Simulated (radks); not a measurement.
Q: Valence configurations of Yb+ (all share [Xe]). Method: non-relativistic Kohn-Sham, PBE, spin-unpolarised, spherical densities, point nucleus; relativity is left out, which matters for an element this heavy; computed with a radial shooting solver on a logarithmic mesh with Libxc functionals. Order these by energy: 4f12 6s1 6p2; 4f14 6s1; 4f11 5d2 6s2; 4f12 5d1 6p2; 4f13 6s2; 4f13.5 6s1.5; 4f11 5d1 6s2 6p1; 4f13.5 6s1 6p0.5; 4f13 6s1 6p1; 4f12 6s2 6p1.

A: From the lowest, in eV above it: 4f14 6s1 0.000; 4f13.5 6s1.5 3.730; 4f13.5 6s1 6p0.5 5.365; 4f13 6s2 9.634; 4f13 6s1 6p1 13.198; 4f12 6s2 6p1 32.804; 4f12 5d1 6p2 34.315; 4f12 6s1 6p2 36.982; 4f11 5d2 6s2 50.605; 4f11 5d1 6s2 6p1 58.188. NIST lists [Xe] 4f14 6s1 as the ground configuration; this level of theory agrees among the configurations tried. The energies are those of spherical spin-averaged densities, not of single terms. Relativity is left out, which favours d and f over s occupation in heavy atoms.
